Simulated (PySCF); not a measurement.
# Ionisation energy of Co(2+) by level of theory

Co(2+) [Ar] 3d7 (4F) → Co(3+) [Ar] 3d6 (5D), as a difference of total energies. Computed with PySCF 2.14 in def2-TZVPPD (6s6p4d2f1g, 67 functions), with the non-relativistic Hamiltonian (point nucleus). Correlated levels: valence: [Ar] frozen. The calculations carry no spin-orbit coupling.

Order these methods by the ionisation energy they give, lowest first.
A. SCS-MP2 (valence)
B. CCSD (valence)
C. CCSD(T) (valence)
D. MP2 (valence)

B (33.087 eV), C (33.140 eV), D (33.229 eV), A (33.315 eV).

A first-order spin-orbit estimate (lowest level to lowest level, LS coupling) adds 0.026 eV.

These non-relativistic numbers lack the scalar-relativistic shift.

Errors of the correlated levels include the incompleteness of this basis and the frozen core.

For comparison: 33.5 ± 0.06 eV (semi-empirical (NIST evaluation); NIST Atomic Spectra Database, ionization energies).
